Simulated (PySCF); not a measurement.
C₉H₆O₃, SMILES O=C(c1ccco1)c1ccco1 (GFN2-xTB optimised geometry):

```
18

O      0.933    -2.416     0.000
C      0.495    -1.276     0.000
C      1.392    -0.123     0.000
C      2.771    -0.123     0.000
C      3.165     1.227     0.000
C      2.005     1.951     0.000
O      0.939     1.151     0.000
C     -0.944    -1.021     0.000
C     -1.968    -1.945     0.000
C     -3.164    -1.207     0.000
C     -2.789     0.107     0.000
O     -1.462     0.228     0.000
H      3.395    -0.993     0.000
H      4.164     1.611     0.000
H      1.827     3.009     0.000
H     -1.848    -3.009     0.000
H     -4.164    -1.591     0.000
H     -3.365     1.012     0.000
```

Level of theory: B3LYP/def2-SVP run with PySCF.

Problem. What are the frontier orbital energies and the dipole moment?

Solution. HOMO-2 -7.10 eV, HOMO-1 -6.74 eV, HOMO -6.58 eV, LUMO -1.97 eV, LUMO+1 -0.03 eV; dipole moment 3.00 D.

Meta-Löwdin charges at B3LYP/def2-SVP: O1 -0.44, C2 0.31, C3 0.11, C4 -0.12, C5 -0.16, C6 0.07, O7 -0.22, C8 0.11, C9 -0.12, C10 -0.16, C11 0.07, O12 -0.22, H13 0.13, H14 0.12, H15 0.12, H16 0.13, H17 0.12, H18 0.12.
